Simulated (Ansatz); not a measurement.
Ansatz (a quantum-chemistry and plane-wave program) input (B3LYP/6-31G* with LANL2DZ past Ar): The .json file joins the Basis Set Exchange's 6-31G* for atoms up to Ar and LANL2DZ past it.

Ansatz 0.2 input:
```yaml
crystal:
  periodic: [false, false, false]
  atoms:
    - {symbol: Hg, position_ang: [0.00000000, 0.00000000, 0.00000000]}
    - {symbol: Cl, position_ang: [-0.00000000, -0.00000000, -2.28483900]}
    - {symbol: Cl, position_ang: [0.00000000, 0.00000000, 2.28483900]}
basis:
  gaussian:
    orbitals: 6-31Gs+LANL2DZ.json
hamiltonian:
  xc: {name: B3LYP}
output: {forces: true}
```

Output:

```
Functional definition: B3LYP
integrals: 0.02 GiB planned
602 factors; integrals over basis functions are off by at most 3.9e-4 eV
mean field: 0.16 GiB planned
mean field evaluation 1: about -26207.9948 eV, gradient 2.3e1 eV
mean field evaluation 2: about -26206.4605 eV, gradient 3.4e1 eV
mean field evaluation 4: about -26209.8561 eV, gradient 6.0e-1 eV
mean field evaluation 8: about -26209.9970 eV, gradient 1.0e-2 eV
mean field -26209.99697483 eV, -963.1996230509 hartree, gradient 5.1e-6 eV, S^2 0.000000; 0 other end points of the search recorded, 0 dependent functions left out
the calculation of the forces begins
reference -26209.99720369 eV, -963.1996314615 hartree; 23, 23 occupied and 33, 33 virtual orbitals, 602 factors
Total energy: -26209.99720369 eV, -963.1996314615 hartree
Atom 0 at     0.000000     0.000000     0.000000 Å, force     0.000000    -0.000000     0.000000 eV/Å
Atom 1 at    -0.000000    -0.000000    -2.284839 Å, force    -0.000000     0.000000    -1.684319 eV/Å
Atom 2 at     0.000000     0.000000     2.284839 Å, force    -0.000000     0.000000     1.684319 eV/Å
Dipole moment:    -0.000000    -0.000000     0.000000 e Å
```

The geometry given is a B3LYP-D3(BJ)/def2-TZVP minimum.
